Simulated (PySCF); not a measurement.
# Electronic structure of In+ (indium, charge +1) at the UHF level

Configuration: [Kr] 4d10 5s2, closed-shell 1S. All numbers are calculated (PySCF 2.14, the spin-free X2C one-electron Hamiltonian (Gaussian nucleus), in x2c-QZVPPall (13s9p7d4f1g, 112 functions)).

| Property | Result |
| --- | --- |
| Total energy | -5878.126216 hartree |
| One-electron energy | -8080.2028 hartree |
| Hartree (Coulomb) energy | 2360.5821 hartree |
| Exchange energy | -158.5055 hartree |
| ⟨S²⟩ | 0.0000 |
| ⟨L²⟩ | 0.000 |
| Sum of ⟨r⟩ | 31.07 bohr |
| Sum of ⟨r²⟩ | 41.34 bohr² |
| Langevin diamagnetic susceptibility | -32.7 ×10⁻⁶ cm³/mol |

```json
{"shell": "1s", "electrons": "2", "mean orbital energy (hartree)": "-1032.22574", "rms radius, mean of both spins (bohr)": "0.0340"}
{"shell": "2s", "electrons": "2", "mean orbital energy (hartree)": "-158.12100", "rms radius, mean of both spins (bohr)": "0.139"}
{"shell": "2p", "electrons": "6", "mean orbital energy (hartree)": "-141.76799", "rms radius, mean of both spins (bohr)": "0.124"}
{"shell": "3s", "electrons": "2", "mean orbital energy (hartree)": "-31.66367", "rms radius, mean of both spins (bohr)": "0.371"}
{"shell": "3p", "electrons": "6", "mean orbital energy (hartree)": "-26.16106", "rms radius, mean of both spins (bohr)": "0.372"}
{"shell": "3d", "electrons": "10", "mean orbital energy (hartree)": "-17.60991", "rms radius, mean of both spins (bohr)": "0.352"}
{"shell": "4s", "electrons": "2", "mean orbital energy (hartree)": "-5.57861", "rms radius, mean of both spins (bohr)": "0.907"}
{"shell": "4p", "electrons": "6", "mean orbital energy (hartree)": "-3.84992", "rms radius, mean of both spins (bohr)": "0.991"}
{"shell": "4d", "electrons": "10", "mean orbital energy (hartree)": "-1.28280", "rms radius, mean of both spins (bohr)": "1.27"}
{"shell": "5s", "electrons": "2", "mean orbital energy (hartree)": "-0.63550", "rms radius, mean of both spins (bohr)": "2.76"}
```

Densities and radii are taken from the X2C orbitals without a picture-change correction, which distorts them close to the nucleus.
